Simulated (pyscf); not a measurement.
Single points on ωB97X-D3(BJ)/def2-SVP structures (PySCF, gas phase). Correlated levels are frozen-core, on RHF or UHF. ΔMP2 is the change of the MP2 total energy from the triple- to the quadruple-zeta basis. Singlets are restricted, triplets unrestricted.

Singlet (Å):
```xyz
4

Ga     1.8256     0.2330    -1.8284
Ga     0.5671    -0.2885     0.4131
H      1.2182    -0.1644     1.8626
H     -0.9490    -0.7711     0.5061
```

Triplet (Å):
```xyz
4

Ga     0.5593     0.2534     1.1046
Ga    -1.3945    -0.5156    -0.1118
H     -1.3545    -2.0104    -0.5668
H     -2.5127     0.5542    -0.3305
```

### Question
For these two minima of Ga–GaH₂ (SMILES [Ga][GaH2]), which spin state lies lower at CCSD(T)/def2-TZVPP + ΔMP2(QZVPP), and by how much (electronic energies)?

### Answer
The singlet, by 0.58 eV. Zero-point energy shifts E(triplet) − E(singlet) by +0.02 eV. Other isomers of Ga–GaH₂ [singlet] were not searched in full and may lie lower. 

E(triplet) − E(singlet) by level (eV):

```csv
level,gap
ωB97X-D3(BJ)/def2-TZVP,+0.64
PBE/def2-TZVP,+0.42
r²SCAN/def2-TZVP,+0.24
B3LYP-D3(BJ)/def2-TZVP,+0.57
PBE0-D3(BJ)/def2-TZVP,+0.41
M06-2X/def2-TZVP,+0.45
ωB97M-D3(BJ)/def2-TZVP,+0.68
HF/def2-TZVP,+0.19
MP2/def2-QZVPP,+0.49
CCSD/def2-TZVPP,+0.54
CCSD(T)/def2-TZVPP,+0.53
CCSD(T)/def2-TZVPP + ΔMP2(QZVPP),+0.58
```

The triplet is the lowest one reached from the SCF start used. The CCSD(T) − MP2 part came from Ansatz, without density fitting, on the same reference. The frozen core leaves the outer d or s,p core shells of the metals and heavy elements correlated in the MP2 and CC values, and def2-TZVPP describes them poorly, which can shift differences by a few kcal/mol. Elements up to Kr have no core potential and no relativistic terms here.
